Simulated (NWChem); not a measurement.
System: SiHOCl3; SMILES O[Si](Cl)(Cl)Cl

NWChem input:

```
start job
memory heap 200 mb stack 900 mb global 1100 mb
geometry units angstroms noautoz
  O     -1.890582    -0.206596     0.000000
  Si    -0.264936    -0.036742     0.000000
  Cl     0.374871     0.983917     1.652216
  Cl     0.517052    -1.910628     0.000000
  Cl     0.374871     0.983917    -1.652216
  H     -2.430616     0.590700     0.000000
end
basis spherical
  * library def2-svp
end
dft
  xc m06-l
  iterations 150
  mulliken
end
task dft energy
```

Structure relaxed at the PBE0/def2-SVP level.

Problem. Predict the main results of this run. (M06-L/def2-SVP.) Quantities: energy (Ha); highest occupied level (eV); orbital gap (eV); dipole (D).

Solution. 
```
Item                            Value
---------------------------  --------
energy (Ha)                  -1745.54
highest occupied level (eV)     -8.20
orbital gap (eV)                 7.61
dipole (D)                       1.85
```
